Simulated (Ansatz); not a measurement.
Stepwise reaction of `N[SiH](N)F` with water, as a gas-phase model of exchange steps in deposition or etching. ΔE in kJ/mol; ΔG adds harmonic PBE0-D4 terms to CCSD(T)/CBS, at 1 bar.

Isolated molecules relaxed with PBE0-D4/def2-TZVP in Ansatz; ΔE leaves out vibrations. CBS: MP2 limit from def2 TZ/QZ plus the TZ coupled-cluster correction, frozen cores. This one scheme is used for every species. Functionals use def2-TZVPP. B3LYP here is the variant with VWN-RPA as its local correlation; programs differ in this. One conformer a species, not always the lowest.

```json
{"step": "1", "reaction": "`N[SiH](N)F` + H₂O → `N[SiH](O)F` + NH₃", "PBE-D4": "-40.8", "B3LYP-D4": "-43.8", "ωB97M-V": "-43.6", "CCSD(T)/CBS": "-41.7", "ΔG(600 K)": "-39.2"}
```

Q: Give the row of step 2, `N[SiH](O)F` + H₂O → `O[SiH](O)F` + NH₃. (Best estimate.)

A: Ansatz gave: 
```csv
step,reaction,PBE-D4,B3LYP-D4,ωB97M-V,CCSD(T)/CBS,ΔG(600 K)
2,`N[SiH](O)F` + H₂O → `O[SiH](O)F` + NH₃,-43.6,-47.2,-46.8,-44.8,-43.3
```

Q: By hand: ΔE of the 2 steps together at CCSD(T)/CBS.

A: (-41.7) + (-44.8) = -86.5 kJ/mol, or -43.2 kJ/mol a step.

In ΔE the steps differ by no more than 3.1 kJ/mol. All are downhill at CCSD(T)/CBS. ΔG lies between -43.3 and -39.2 kJ/mol a step. PBE-D4 differs from CCSD(T)/CBS by 0.9 to 1.2 kJ/mol a step. Isolated molecules leave out the surface, adducts and barriers. Largest T1 diagnostic: 0.011.
